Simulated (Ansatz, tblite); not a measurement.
Cost and result up the ladder for AlCu₃⁻ (4 atoms). Charge -1, multiplicity 2. Geometry: PBE-D4/def2-SVPD.

```xyz
4

Al   -0.973    0.506   -0.996
Cu   -0.497   -0.950    0.950
Cu    0.414    1.203    0.836
Cu    1.056   -0.759   -0.791
```

Ansatz on 4 threads of AMD EPYC 7B13 on a shared host; xTB runs through tblite on one thread. Times are rough, summed over both states, and most runs start from the orbitals of an earlier one. PBE0-D4/def2-TZVPD serves as the yardstick here, not as an exact answer. The other state is a triplet.

The xTB rows come from tblite. The structure comes from a short search, and lower isomers may exist.

Raw xTB energies of ions are shifted by several eV, and xTB has no spin-polarisation term.

```csv
level,functions,wall time
GFN1-xTB,36,0.008 s
GFN2-xTB,36,0.014 s
PBE-D4/def2-TZVPD,187,8.5 s
PBE0-D4/def2-TZVPD,187,17 s
r2SCAN-D4/def2-TZVPD (with forces),187,25 s
```

Task: Estimate what each level gives for the vertical IE (eV).

Result: 
| level | vertical IE (eV) | difference from PBE0-D4/def2-TZVPD (eV) | remarks |
| --- | --- | --- | --- |
| GFN1-xTB | 7.53 | 5.74 | – |
| GFN2-xTB | 5.05 | 3.25 | – |
| PBE-D4/def2-TZVPD | 2.03 | 0.24 | HOMO above zero (-1 doublet) |
| PBE0-D4/def2-TZVPD | 1.79 | 0.00 | – |
| r2SCAN-D4/def2-TZVPD (with forces) | 1.94 | 0.15 | HOMO above zero (-1 doublet) |
